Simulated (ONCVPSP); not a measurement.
# What one change does to a pseudopotential (gadolinium (Gd), ONCV)

```json
{
 "Element": "Gd (Z = 64)",
 "Generator": "ONCVPSP 4.0.1",
 "Type": "optimised norm-conserving Vanderbilt (ONCV)",
 "Functional": "PBE",
 "Relativity": "fully relativistic",
 "Frozen core": "[Kr] 4d10",
 "Valence charge": "18",
 "Reference configuration": "4f7 5s2 5p6 5d1 6s2",
 "Partial waves": "5s+6s: rc 2.00 bohr, ncon 4, nbas 9, qcut 7.9 1/bohr, 2 projectors; 5p: rc 1.85 bohr, ncon 4, nbas 7, qcut 7.3 1/bohr, 3 projectors, debl 0.4 Ha; 5d: rc 2.45 bohr, ncon 4, nbas 8, qcut 3.9 1/bohr, 2 projectors, debl 3.6 Ha; 4f: rc 1.45 bohr, ncon 5, nbas 10, qcut 9.8 1/bohr, 2 projectors, debl 1.5 Ha",
 "Local potential": "polynomial inside 1.15 bohr (lpopt 5, dvloc0 3 Ha)",
 "Core correction": "Teter function, fcfact 2.25, rcfact 1.35"
}
```

Open shells are filled in proportion to 2j + 1.

In the p channel the program set the typed energies aside and used -0.955, 0.250, 0.650 Ha (j = l + 1/2; the other j can differ).

Change: reference 4f6.5 5s2 5p6 5d1.5 6s2. In the p channel the program set the typed energies aside and used -1.005, 0.250, 0.650 Ha (j = l + 1/2; the other j can differ).

Cutoffs: the cutoffs (Ha) at which the residual kinetic energy of the hardest occupied pseudo-wave falls to 1 and 0.1 mHa per electron; they do not see the model core or the augmentation charge, which bear on the density cutoff. Errors are all-electron minus pseudo energies relative to the spin-unpolarised reference configuration.

**Question.** What does the change do?

**Answer.** The potential gets neither clearly harder nor softer (176 Ha and 206 Ha → 178 Ha and 206 Ha); a bound ghost appears in d, which as a rule spoils a file; the range in which the s phases agree widens (upper end 0.4 → at the end of the scan).

```tsv
quantity	base	changed
cutoff, loose	176 Ha	178 Ha
cutoff, tight	206 Ha	206 Ha
loose cutoff by channel	s 18 Ha, p 18 Ha, d 7.6 Ha, f 176 Ha	s 18 Ha, p 18 Ha, d 7.9 Ha, f 178 Ha
bound ghosts	none	d3/2
GHOST(+) flags under 300 eV	s at 11.5 eV, p3/2 at 263.2 eV	s at 9.7 eV, p3/2 at 266.2 eV
tests counted as reliable (solved cleanly; for ONCVPSP, near-neutral configurations with less than one 5d electron left out)	3 of 4	3 of 4
s: phases at 2.03 bohr within 0.05 rad from the reference energy up to (Ha; the scan ends near 5)	0.4	to the end of the scan
p3/2: phases at 1.88 bohr within 0.05 rad from the reference energy up to (Ha; the scan ends near 5)	to the end of the scan	to the end of the scan
p1/2: phases at 1.88 bohr within 0.05 rad from the reference energy up to (Ha; the scan ends near 5)	to the end of the scan	to the end of the scan
d5/2: phases at 2.48 bohr within 0.05 rad from the reference energy up to (Ha; the scan ends near 5)	to the end of the scan	to the end of the scan
d3/2: phases at 2.48 bohr within 0.05 rad from the reference energy up to (Ha; the scan ends near 5)	to the end of the scan	to the end of the scan
f7/2: phases at 1.47 bohr within 0.05 rad from the reference energy up to (Ha; the scan ends near 5)	to the end of the scan	to the end of the scan
f5/2: phases at 1.47 bohr within 0.05 rad from the reference energy up to (Ha; the scan ends near 5)	to the end of the scan	to the end of the scan
rms error of d²Exc/dni dnj with the model core, mHa	4.88	5.14
```

 A true bound ghost makes a file unfit for plane-wave use even where its test errors are small: the radial tests pick states by their node count and pass the ghost by.
